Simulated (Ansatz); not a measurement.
One change: `C[O][Mg][Br]` becomes `C[O][Mg][O]C`.

Ansatz, PBE0-D4/def2-TZVP geometries, multiplicity 1. Each molecule was computed in one conformer, which needn't be the lowest.

Scalar relativity is left out up to krypton.

```
                                      property  `C[O][Mg][Br]`
             LUMO energy (PBE/def2-TZVPP) / eV           -2.19
           LUMO energy (B3LYP/def2-TZVPP) / eV           -1.75
         LUMO energy (ωB97M-V/def2-TZVPP) / eV           -0.10
         HOMO energy (ωB97M-V/def2-TZVPP) / eV           -9.89
         HOMO–LUMO gap (B3LYP/def2-TZVPP) / eV            5.48
size of the dipole moment (PBE/def2-TZVPP) / D            1.44
```

(1) Give the same properties after the change, and the shifts. (Best estimate.)

## Answers

(1) The calculation gave: 
```json
{"property": "LUMO energy (PBE/def2-TZVPP) / eV", "`C[O][Mg][O]C`": "-1.82", "shift": "0.37"}
{"property": "LUMO energy (B3LYP/def2-TZVPP) / eV", "`C[O][Mg][O]C`": "-1.36", "shift": "0.39"}
{"property": "LUMO energy (ωB97M-V/def2-TZVPP) / eV", "`C[O][Mg][O]C`": "0.20", "shift": "0.30"}
{"property": "HOMO energy (ωB97M-V/def2-TZVPP) / eV", "`C[O][Mg][O]C`": "-9.51", "shift": "0.38"}
{"property": "HOMO–LUMO gap (B3LYP/def2-TZVPP) / eV", "`C[O][Mg][O]C`": "5.51", "shift": "0.03"}
{"property": "size of the dipole moment (PBE/def2-TZVPP) / D", "`C[O][Mg][O]C`": "0.00", "shift": "-1.44"}
```

B3LYP here is the variant with VWN-RPA as its local correlation; programs differ in this.

Spin–orbit coupling is left out; it splits and shifts lone-pair levels of the heavy atoms by tenths of an eV.
